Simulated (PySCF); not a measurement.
A run for PySCF: R-MP2/6-31G* on GeH4O2 (SMILES [OH][GeH2][OH]), a point of a torsion scan.

```python
from pyscf import gto, scf, dft, mp
from pyscf.data.elements import chemcore

mol = gto.M(
    atom='''
    O     1.48502398    0.51656744    0.37979531
    Ge    0.09792282   -0.43495586    0.02562298
    O    -0.60904815    0.36870153   -1.35441468
    H     1.41314400    1.44314689    0.15690951
    H     0.60779455   -1.79845743   -0.32350447
    H    -0.88450959   -0.41805047    1.16925100
    H    -1.39723480   -0.00279638   -1.74046917
    ''',
    basis='6-31g*',
    cart=True,
    charge=0, spin=0, verbose=3, max_memory=1800)
mf = scf.RHF(mol)
mf.conv_tol = 1e-8
mf.max_cycle = 100
mf.kernel()
if not mf.converged:
    mf = mf.newton().run(mf.mo_coeff, mf.mo_occ)
pt = mp.MP2(mf, frozen=chemcore(mol)).run()
```

Output:

```
converged SCF energy = -2227.14992061453
E(RMP2) = -2227.76494935645  E_corr = -0.615028741922699
E(SCS-RMP2) = -2227.7336950954  E_corr = -0.583774480869656
```

The calculation finished and met its thresholds.

Cost: very roughly 1.5 core-seconds.
